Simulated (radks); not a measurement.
Fractional charge and spin in the 4p shell of technetium: the spin-up occupation runs from 2 to 3 and the spin-down occupation from 2 to 3; the fullest corner is Tc2+, [Ar] 3d10 4s2 4d(up 2.5, down 2.5) 4p(up 3, down 3). Calculated with a radial shooting solver on a logarithmic mesh with Libxc functionals: scalar-relativistic Kohn-Sham, PBEsol, spin-polarised, spherical densities, point nucleus. Energy (eV) minus the two flat planes that join the four corners (they meet along the diagonal where the two added fractions sum to one electron); zero is where a piecewise linear energy would lie.

down \ up       2    2.25     2.5    2.75       3
2           0.000  -1.518  -2.013  -1.502   0.000
2.25       -1.518  -1.945  -1.367   0.200  -1.402
2.5        -2.013  -1.367   0.267  -1.270  -1.855
2.75       -1.502   0.200  -1.270  -1.790  -1.381
3           0.000  -1.402  -1.855  -1.381   0.000

Corners above the fullest one (they belong to Tc3+ and the next ion): (up 3, down 2) 68.816 eV, (up 2, down 3) 68.816 eV, (up 2, down 2) 154.19 eV. With half an added electron in each spin the energy lies 0.267 eV from the planes, and with half an added electron in spin up alone -2.013 eV. The planes are only a guide here: the flat-plane condition holds for ground states with one frontier orbital, while this shell lies below other occupied shells, so the corners above the fullest one are inner-hole states and not the ground states of those ions.
